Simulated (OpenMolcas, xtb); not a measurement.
**GaHClOF (SMILES [OH][Ga]([F])[Cl]): the dipole moment, rung by rung**

GaHClOF has 5 atoms, charge 0, and is taken as a singlet. SMILES: `[OH][Ga]([F])[Cl]`. Geometry: relaxed at PBE0-D4/def2-TZVP. This is one conformer, not always the lowest.

```xyz
5

O    -0.4114   -1.2129    0.5674
Ga    0.0247    0.1940   -0.3972
F    -0.3418    0.1437   -2.0898
Cl    0.9603    1.9231    0.3823
H    -0.1820   -1.1214    1.4958
```

Quantity: the dipole moment, in D. The values are calculated.

```json
{"level": "GFN1-xTB", "kind": "semi-empirical", "program": "xtb", "value (D)": "3.22"}
{"level": "HF/def2-SVPD", "kind": "Hartree–Fock", "program": "OpenMolcas", "value (D)": "2.40"}
{"level": "SVWN5/def2-SVPD", "kind": "LDA", "program": "OpenMolcas", "value (D)": "2.30"}
{"level": "PBE/def2-SVPD", "kind": "GGA", "program": "OpenMolcas", "value (D)": "2.20"}
{"level": "r2SCAN/def2-SVPD", "kind": "meta-GGA", "program": "OpenMolcas", "value (D)": "2.24"}
{"level": "PBE0/def2-SVPD", "kind": "global hybrid", "program": "OpenMolcas", "value (D)": "2.28"}
```

All-electron rows without a relativistic Hamiltonian named are non-relativistic. The values span 2.20 to 3.22 D. Magnitudes only.
